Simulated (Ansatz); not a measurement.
C$_{2}$H$_{4}$BN (`BN=C=C`), relaxed with RKS PBE-D4/def2-SVP in Ansatz from a rough embedded geometry. The force threshold is 0.03 eV/Å; the program also tests the step.

Total charge 0; spin multiplicity 1.

Start:

```xyz
8

B    -0.724   -1.004    1.238
N    -0.880    0.301    0.570
C    -0.040    0.630   -0.307
C     0.757    0.956   -1.329
H     0.165   -1.775    1.035
H    -1.524   -1.329    2.146
H     1.595    0.318   -1.545
H     0.650    1.902   -1.808
```

| step | energy (eV) | largest force (eV/Å) | largest move (Å) |
| --- | --- | --- | --- |
| 1 | -4294.7575 | 2.589 | 0.000 |
| 2 | -4295.0191 | 2.120 | 0.107 |
| 3 | -4295.1405 | 1.808 | 0.172 |
| 4 | -4295.4955 | 1.137 | 0.200 |
| 5 | -4295.7148 | 0.536 | 0.198 |
| 6 | -4295.8144 | 0.387 | 0.199 |
| 7 | -4295.8349 | 0.310 | 0.127 |
| 8 | -4295.8363 | 0.032 | 0.025 |
| 9 | -4295.8364 | 0.007 | 0.011 |

End:

```xyz
8

B    -0.764   -1.143    1.403
N    -0.226   -0.337    0.412
C     0.246    0.370   -0.455
C     0.763    1.142   -1.402
H    -0.213   -2.195    1.661
H    -1.768   -0.768    1.978
H     1.666    0.826   -1.946
H     0.296    2.105   -1.652
```

Hardware: 2 threads of an Arm Neoverse V2 on a shared host. Wall time 8 s, peak host memory 0.13 GiB.
